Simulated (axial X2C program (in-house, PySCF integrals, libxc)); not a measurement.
Potential curves of InAs, scalar-relativistic

Computed with an axial X2C code built on PySCF integrals. Spin-free means the one-electron spin-free X2C Hamiltonian. Basis: In dyall-cv3z [11s12p9d4f1g], As dyall-cv3z [9s9p6d4f1g] (cores contracted in-house); Gaussian nuclei, density fitting, unrestricted open shells. Masses: In 114.904 u, As 74.922 u.

State: M_S = 1, Λ = 0 (beyond evenly filled blocks: π+α, π-α). Energies in kJ/mol from the fragments at the same level (In + As). Fits are polynomials in 1 − R0/R over 0.85 to 1.23 times the lowest point R0.

```
 R (Å)  CCSD(T)
2.5784  -142.13
2.6607  -150.37
2.7430  -153.70
2.8390  -152.92
2.9350  -148.45
3.0584  -138.96
```

Correlated methods: 8 electrons correlated (number of frozen shells: In 4 s, 3 p, 2 d; As 3 s, 2 p, 1 d), 294 virtual spin orbitals or spinors in MP2, 90 natural virtuals in coupled cluster.

The state is one determinant whose occupation by symmetry is held fixed; it was picked as the lowest of a PBE0 search that is not exhaustive. Dissociation energies refer to the lowest single-determinant-based atoms at the same level and basis. Coupled cluster ran in a truncated set of natural virtual spinors; the MP2 energy of the rest was added. (T) has no such correction and the atoms are truncated less, which lowers De at CCSD(T) by a hundredth of an eV or more. PBE0 can misorder states that lie within some tenths of an eV, so this need not be the ground state of the molecule. The nearest other spin-free determinant of the search, M_S = 1, Λ = 1, lies 0.42 eV up at the distance of the search. With the outer-core shells frozen, correlated bond lengths of heavy atoms tend to come out a few hundredths of an ångström too long. Spin-free De lacks the spin–orbit lowering of the heavy p-block atom, a tenth of an eV or more for 4p and 5p, up to an eV for 6p and one to two eV for 7p atoms, less what an open-shell molecule gains itself. Coupled cluster ran on the points near the minimum only. MP2 and coupled cluster on one determinant become unreliable at the stretched end.

**Question.** Fit the CCSD(T) curve near its minimum: give the equilibrium distance, the harmonic wavenumber and the well depth.

**Answer.** At CCSD(T), spin-free: Re = 2.773 Å, ωe ≈ 176 cm⁻¹, De = 1.60 eV to In + As; Be follows as 0.0483 cm⁻¹.
